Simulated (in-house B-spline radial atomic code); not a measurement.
Inner levels of europium as electrons are removed. A shift is the extra binding of the orbital against the neutral atom ([Xe] 4f5/2(6) 4f7/2(1) 6s2). The density at the nucleus is averaged over the nuclear charge. Computed with an all-electron radial atomic-structure program (B-spline basis): Dirac-Hartree-Fock, jj configuration that fills j = l - 1/2 first, finite nuclei.

A number in brackets counts the electrons of a j subshell.

```csv
ion,configuration,shift of 2s1/2 (eV),shift of 3p3/2 (eV),shift of 2p3/2 (eV),radius of 2s1/2 (bohr),radius of 3p3/2 (bohr),radius of 2p3/2 (bohr),Σ<r²> (bohr²),change of density at nucleus (bohr⁻³)
Eu17+,[Kr] 4d10,399.13,402.42,398.99,0.094523,0.25055,0.085871,8.3068,-275.37
Eu18+,[Kr] 4d3/2(4) 4d5/2(5),445.34,445.85,445.05,0.094516,0.25031,0.085862,7.7518,-200.65
Eu19+,[Kr] 4d3/2(4) 4d5/2(4),492.75,490.25,492.3,0.094509,0.25006,0.085852,7.2216,-122.49
Eu20+,[Kr] 4d3/2(4) 4d5/2(3),541.35,535.62,540.73,0.094501,0.24979,0.085841,6.7144,-40.865
Eu21+,[Kr] 4d3/2(4) 4d5/2(2),591.12,581.94,590.35,0.094492,0.2495,0.085829,6.2287,44.217
Eu22+,[Kr] 4d3/2(4) 4d5/2(1),642.08,629.2,641.13,0.094483,0.2492,0.085817,5.7631,132.72
Eu23+,[Kr] 4d3/2(4),694.2,677.4,693.08,0.094473,0.24889,0.085803,5.3164,224.66
Eu24+,[Kr] 4d3/2(3),?,?,?,?,?,?,?,?
Eu25+,[Kr] 4d3/2(2),803.18,777.74,802.86,0.094449,0.24825,0.085778,4.4887,425.45
Eu26+,[Kr] 4d3/2(1),?,?,?,?,?,?,?,?
Eu27+,[Ar] 3d10 4s2 4p6,?,?,?,?,?,?,?,?
Eu28+,[Ar] 3d10 4s2 4p1/2(2) 4p3/2(3),974.55,933.6,975.14,0.094404,0.2476,0.085739,3.3624,766.75
Eu29+,[Ar] 3d10 4s2 4p1/2(2) 4p3/2(2),1033.17,986.12,1033.78,0.094386,0.24732,0.085725,3.0117,896.38
Eu30+,[Ar] 3d10 4s2 4p1/2(2) 4p3/2(1),1092.67,1039.3,1093.31,0.094366,0.24702,0.08571,2.6709,1029.13
Eu31+,[Ar] 3d10 4s2 4p1/2(2),1153.06,1093.15,1153.72,0.094346,0.24671,0.085695,2.3395,1165.09
Eu32+,[Ar] 3d10 4s2 4p1/2(1),1216.13,1150.05,1217.51,0.094323,0.24631,0.085669,2.0358,1222.35
```

(1) Fill in the row of Eu24+.

(2) Fill in the row of Eu26+.

(3) Fill in the row of Eu27+.

## Answers

(1) shift of 2s1/2 (eV): 748.11; shift of 3p3/2 (eV): 727.11; shift of 2p3/2 (eV): 747.38; radius of 2s1/2 (bohr): 0.094461; radius of 3p3/2 (bohr): 0.24857; radius of 2p3/2 (bohr): 0.085791; Σ<r²> (bohr²): 4.8943; change of density at nucleus (bohr⁻³): 323.31.

(2) shift of 2s1/2 (eV): 859.42; shift of 3p3/2 (eV): 829.29; shift of 2p3/2 (eV): 859.54; radius of 2s1/2 (bohr): 0.094436; radius of 3p3/2 (bohr): 0.24791; radius of 2p3/2 (bohr): 0.085765; Σ<r²> (bohr²): 4.0987; change of density at nucleus (bohr⁻³): 531.12.

(3) shift of 2s1/2 (eV): 916.82; shift of 3p3/2 (eV): 881.75; shift of 2p3/2 (eV): 917.4; radius of 2s1/2 (bohr): 0.094422; radius of 3p3/2 (bohr): 0.24755; radius of 2p3/2 (bohr): 0.08575; Σ<r²> (bohr²): 3.7234; change of density at nucleus (bohr⁻³): 640.28.
